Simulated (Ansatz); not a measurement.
Input file for Ansatz (an electronic-structure program): U-PBE/def2-TZVPP on AgO, 2S+1 = 2, a spin state set in the input, which need not be the lowest, a point of a bond scan (R = 2.001 Å). Elements past Kr take the def2 small-core potentials; no spin–orbit coupling.

Ansatz 0.2 input:
```yaml
crystal:
  periodic: [false, false, false]
  atoms:
    - {symbol: Ag, position_ang: [0.00000000, 0.00000000, 0.00000000]}
    - {symbol: O, position_ang: [0.00000000, 0.00000000, 2.00126200]}
basis:
  gaussian:
    orbitals: def2-TZVPP
    pivot_positions_ang: [[0.00000000, 0.00000000, 0.00000000], [0.00000000, 0.00000000, 2.00126200]]
hamiltonian:
  xc: {name: PBE}
magnetization: {spin_polarized: true, initial_magnetization: 1}
output: {forces: true, orbitals: {seedname: ./end}}
```

Question: Predict the final total energy.

Answer: -222.0802 hartree.

Question: How many basis functions does it have, and what does it roughly cost on one machine?

Answer: 87 functions; roughly 12 core-seconds.
